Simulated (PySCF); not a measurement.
C2H6F2OSi, SMILES COC[SiH](F)F. Atoms are numbered in the order given.

```xyz
12

C     -2.9094    -0.3762     0.4458
O     -1.5664    -0.0090     0.6630
C     -0.6785    -0.5622    -0.2857
Si     1.0443     0.0645     0.1392
F      2.1085    -0.7270    -0.8128
F      1.1672     1.6477    -0.2267
H     -3.5212     0.1007     1.2361
H     -3.2797    -0.0325    -0.5509
H     -3.0526    -1.4834     0.5000
H     -0.6871    -1.6841    -0.2726
H     -0.9368    -0.2666    -1.3360
H      1.4348    -0.1213     1.5662
```
Charge 0, spin multiplicity 1.

Coordinates come from a PBE-D3(BJ)/def2-SVP optimisation. This is a generated structure with no PubChem entry under its InChIKey; it may be hypothetical. Other conformers were not sampled.

All values below come from PySCF with PBE-D3(BJ)/def2-SVP.

Frequencies are harmonic and unscaled.

Q: List the normal modes with their intensities. (An estimate is asked for; the answer gives what the named calculation found.)

A: 
| mode | ν (cm⁻¹) | IR (km/mol) | moving atoms (share of kinetic energy) |
|---|---|---|---|
| 1 | 64 | 2.1 | F 33 %, C 29 %, H 27 % |
| 2 | 72 | 3.4 | O 34 %, H 32 %, C 19 %, F 15 % |
| 3 | 108 | 2.2 | C 32 %, F 30 %, H 17 %, O 12 %, Si 9 % |
| 4 | 230 | 7.4 | H 58 %, F 17 %, O 15 % |
| 5 | 250 | 8.4 | H 39 %, F 36 %, C 18 % |
| 6 | 256 | 2.1 | F 39 %, C 19 %, H 16 %, O 16 %, Si 11 % |
| 7 | 338 | 23.9 | F 53 %, Si 32 % |
| 8 | 370 | 14.2 | H 28 %, C 24 %, O 23 %, Si 22 % |
| 9 | 690 | 10.0 | H 57 %, C 34 % |
| 10 | 748 | 97.7 | H 45 %, Si 24 %, C 20 %, F 10 % |
| 11 | 788 | 14.1 | H 80 %, F 13 % |
| 12 | 824 | 9.0 | H 53 %, F 31 %, C 8 % |
| 13 | 872 | 207.3 | Si 35 %, F 33 %, H 26 % |
| 14 | 949 | 155.9 | Si 46 %, F 33 %, H 15 % |
| 15 | 962 | 70.3 | C 51 %, O 27 %, H 17 % |
| 16 | 1132 | 0.4 | H 78 %, C 19 % |
| 17 | 1148 | 62.8 | H 45 %, C 30 %, O 25 % |
| 18 | 1171 | 73.5 | O 37 %, C 35 %, H 28 % |
| 19 | 1183 | 13.2 | H 86 % |
| 20 | 1269 | 1.5 | H 63 %, C 32 % |
| 21 | 1396 | 21.3 | H 92 % |
| 22 | 1403 | 7.8 | H 97 % |
| 23 | 1412 | 4.3 | H 92 % |
| 24 | 1442 | 5.2 | H 91 % |
| 25 | 2238 | 112.7 | H 97 % |
| 26 | 2866 | 43.9 | H 95 % |
| 27 | 2893 | 60.2 | H 97 % |
| 28 | 2905 | 46.2 | H 91 %, C 9 % |
| 29 | 2952 | 49.7 | H 90 %, C 10 % |
| 30 | 3068 | 18.1 | H 91 %, C 9 % |
